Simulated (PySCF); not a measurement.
Predicted microwave data (PBE0-D3(BJ)/def2-SVP geometry optimisation, gas phase in PySCF) for one isomer of C6H6F2:

| Item | Value |
| --- | --- |
| Rotational constants | A = 8613, B = 677.9, C = 628.4 MHz |
| Dipole components | \|μa\| = 0.11 D, \|μb\| = 0.55 D, \|μc\| = 0.00 D |
| Inertial defect | -0.02 u·Å² |
| κ | -0.99 |

**Question.** Which structure is it? (One computed conformer of each.)
A. `[CH2:1]=[CH:2]/[C:3]([F:4])=[C:5](/[F:6])[CH:7]=[CH2:8]` with C1–C2–C3–F4 1°, C3–C5–C7–C8 180°
B. `FC1=CCC=C[C@@H]1F`
C. `[CH2:1]=[C:2]([F:3])/[CH:4]=[CH:5]/[CH:6]=[CH:7]/[F:8]` with C1–C2–C4–C5 179°, C4–C5–C6–C7 179°
D. `FC1(F)C=C[C@@H]2C[C@@H]21`

**Answer.** C. It is C=C(F)/C=C/C=C/F, a near-prolate asymmetric top, point group Cs. The candidates at the same level (rigid rotor, commonest isotopes):

```tsv
SMILES	A (MHz)	B (MHz)	C (MHz)	μa (D)	μb (D)	μc (D)	Δ (u·Å²)	point group	rotor
FC1(F)C=C[C@@H]2C[C@@H]21	3480	2053	1796	2.63	0.33	0.11	-110.04	C1	asymmetric top
C=C/C(F)=C(/F)C=C	3976	1325	993.6	0.00	2.33	0.00	0.00	C2v	asymmetric top
FC1=CCC=C[C@@H]1F	2947	2132	1334	2.88	0.60	0.88	-29.69	C1	asymmetric top
C=C(F)/C=C/C=C/F	8613	677.9	628.4	0.11	0.55	0.00	-0.02	Cs	near-prolate asymmetric top
```

`FC1(F)C=C[C@@H]2C[C@@H]21` has B 203 % too high; `C=C/C(F)=C(/F)C=C` has B 95 % too high; `FC1=CCC=C[C@@H]1F` has B 214 % too high. In the right answer the mirror of this Cs structure is the ab plane, so μc vanishes by symmetry (the 0.02 D computed is a residue). No structure here is proved a minimum.
